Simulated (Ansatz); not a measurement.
Compare A (`N[CH]([SiH3])[ZnH]`) with its isomer B (`N[CH2][Zn][SiH3]`).

Computed with Ansatz on PBE0-D4/def2-TZVP structures; ΔE is electronic, products minus reactants. CBS: MP2 limit from def2 TZ/QZ plus the TZ coupled-cluster correction, frozen cores. DFT in def2-TZVPP. B3LYP here is the variant with VWN-RPA as its local correlation; programs differ in this. For Zn outer-core shells are correlated without core-valence functions, which leaves a few kJ/mol of doubt a bond. Scalar relativity is left out up to krypton. Each species was taken in one conformer, which may not be the lowest.

**Question.** Which is lower in electronic energy at CCSD(T)/CBS, and by how much? (Best estimate.)

**Answer.** Computed: B, by 5.8 kcal/mol.

**Question.** Give E(B) − E(A) in kcal/mol with B3LYP-D4, PBE0-D4, CCSD/def2-TZVPP, CCSD(T)/def2-TZVPP, HF/def2-TZVPP, MP2/def2-TZVPP, r2SCAN-D4. (Best estimate.)

**Answer.** Computed: B3LYP-D4 -6.1, PBE0-D4 -7.1, CCSD/def2-TZVPP -5.5, CCSD(T)/def2-TZVPP -5.1, HF/def2-TZVPP -6.4, MP2/def2-TZVPP -3.8, r2SCAN-D4 -6.2. None reverses the order clearly.

Largest T1 diagnostic: 0.014.

The D4 term adds +2.0 kcal/mol with B3LYP and +1.1 kcal/mol with PBE0; it sums over pairs of atoms, weighted by their polarisabilities, and B3LYP, whose exchange is more repulsive, gets the larger term. In def2-TZVPP, CCSD(T) changes the Hartree–Fock value by +1.2 kcal/mol (the triples alone add +0.3 kcal/mol) and MP2 by +2.6 kcal/mol.
